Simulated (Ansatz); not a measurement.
One change: `[CH3][Al]([OH])[SiH2]O` becomes `C[SiH2][Al]([CH3])[OH]`.

Ansatz, PBE0-D4/def2-TZVP geometries, multiplicity 1. Each molecule was computed in one conformer, which needn't be the lowest.

```json
{"property": "HOMO energy (ωB97M-V/def2-TZVPP) / eV", "`[CH3][Al]([OH])[SiH2]O`": "-8.94"}
{"property": "size of the dipole moment (ωB97M-V/def2-TZVPP) / D", "`[CH3][Al]([OH])[SiH2]O`": "1.12"}
{"property": "HOMO energy (PBE0/def2-TZVPP) / eV", "`[CH3][Al]([OH])[SiH2]O`": "-6.91"}
{"property": "HOMO–LUMO gap (ωB97M-V/def2-TZVPP) / eV", "`[CH3][Al]([OH])[SiH2]O`": "9.43"}
{"property": "LUMO energy (ωB97M-V/def2-TZVPP) / eV", "`[CH3][Al]([OH])[SiH2]O`": "0.49"}
{"property": "size of the dipole moment (B3LYP/def2-TZVPP) / D", "`[CH3][Al]([OH])[SiH2]O`": "1.10"}
```

(1) Give the same properties after the change, and the shifts. (Best estimate.)

Answers

(1) The calculation gave: 
```tsv
property	`C[SiH2][Al]([CH3])[OH]`	shift
HOMO energy (ωB97M-V/def2-TZVPP) / eV	-9.01	-0.07
size of the dipole moment (ωB97M-V/def2-TZVPP) / D	0.83	-0.29
HOMO energy (PBE0/def2-TZVPP) / eV	-7.00	-0.09
HOMO–LUMO gap (ωB97M-V/def2-TZVPP) / eV	9.71	0.28
LUMO energy (ωB97M-V/def2-TZVPP) / eV	0.69	0.20
size of the dipole moment (B3LYP/def2-TZVPP) / D	0.86	-0.24
```

With PBE0 the HOMO falls by 0.09 eV and the LUMO rises by 0.21 eV, so the gap widens by about 0.30 eV. PBE moves the HOMO by -0.15 eV and ωB97M-V by -0.07 eV. Dipoles are sizes alone; their direction can turn.

B3LYP here is the variant with VWN-RPA as its local correlation; programs differ in this.
